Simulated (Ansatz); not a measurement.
Ansatz (a quantum-chemistry and plane-wave program) input (PBE0/def2-TZVP):

Ansatz 0.2 input:
```yaml
crystal:
  periodic: [false, false, false]
  atoms:
    - {symbol: C, position_ang: [-2.29522809, -0.84477823, 0.10040688]}
    - {symbol: Si, position_ang: [-1.01756384, 0.45249528, -0.28357803]}
    - {symbol: O, position_ang: [0.48113942, -0.18633873, -0.04064541]}
    - {symbol: Si, position_ang: [2.08400634, 0.07826748, 0.17341424]}
    - {symbol: H, position_ang: [-2.16635136, -1.71929084, -0.54011376]}
    - {symbol: H, position_ang: [-2.22176648, -1.16920738, 1.14004826]}
    - {symbol: H, position_ang: [-3.30110218, -0.44983043, -0.06206453]}
    - {symbol: H, position_ang: [-1.12439318, 0.89382902, -1.69507464]}
    - {symbol: H, position_ang: [-1.18654190, 1.63566199, 0.59604518]}
    - {symbol: H, position_ang: [2.70206188, -1.19906147, 0.62167141]}
    - {symbol: H, position_ang: [2.29015126, 1.13659960, 1.20450307]}
basis:
  gaussian:
    orbitals: def2-TZVP
hamiltonian:
  xc: {name: PBE0}
magnetization: {spin_polarized: true, initial_magnetization: 1}
```

End of the output:

```
integrals: 0.10 GiB planned
1175 factors; their error is unknown
0.27 GiB of the device are held for the grids
1.00 GiB of device memory are held for the factors and their scratch space
mean field: 0.86 GiB planned
mean field evaluation 1: about -18937.1101 eV, gradient 4.9e1 eV
mean field evaluation 2: about -18922.5694 eV, gradient 7.6e1 eV
mean field evaluation 4: about -18945.8472 eV, gradient 3.9e0 eV
mean field evaluation 8: about -18945.9173 eV, gradient 4.0e-2 eV
mean field evaluation 16: about -18945.9849 eV, gradient 3.4e-5 eV
mean field -18945.98485711 eV, -696.2521014491 hartree, gradient 3.4e-5 eV, S^2 0.752080; 0 other end points of the search recorded, 0 dependent functions left out
reference -18945.98489379 eV, -696.2521027971 hartree; 25, 24 occupied and 153, 154 virtual orbitals, 1175 factors
Total energy: -18945.98489379 eV, -696.2521027971 hartree
```

It need not be the lowest isomer of its formula.
